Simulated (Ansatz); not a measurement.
Consider the ligand exchange at a Ga–N bond: `C[NH][Ga]([NH2])[F]` + H₂S → `[NH2][Ga]([F])[SH]` + CH₃NH₂.

Gas-phase electronic energies from Ansatz, PBE0-D4/def2-TZVP geometries. CBS: MP2 limit from def2 TZ/QZ plus the TZ coupled-cluster correction, frozen cores. This one scheme is used for every species. Functionals use def2-TZVPP. B3LYP here is the variant with VWN-RPA as its local correlation; programs differ in this. For Ga outer-core shells are correlated without core-valence functions, which leaves a few kJ/mol of doubt a bond. Scalar relativity is left out up to krypton. Each species was taken in one conformer, which may not be the lowest.

```csv
level,ΔE (kcal/mol)
B3LYP-D4,-13.2
B2PLYP,-13.2
r2SCAN,-14.5
HF/def2-TZVPP,-14.2
SCS-MP2/def2-TZVPP,-12.0
CCSD(T)/def2-TZVPP,-12.2
HF/def2-QZVPP,-13.8
CCSD/CBS(def2),-12.3
```

Task: What does CCSD(T)/CBS give? (An estimate is asked.)

Result: Ansatz gave: -12.3 kcal/mol. The listed levels differ from it by -0.9, -0.9, -2.2, -1.9, 0.3, 0.1, -1.5, 0.0 kcal/mol.

Largest T1 diagnostic among the species: 0.013.

In def2-TZVPP, CCSD(T) changes the Hartree–Fock value by +2.0 kcal/mol (the triples alone add −0.1 kcal/mol) and MP2 by +1.8 kcal/mol.

CCSD(T)/CBS has its own doubt, a few kJ/mol and more with outer-core shells, so smaller differences from it don't rank the levels.
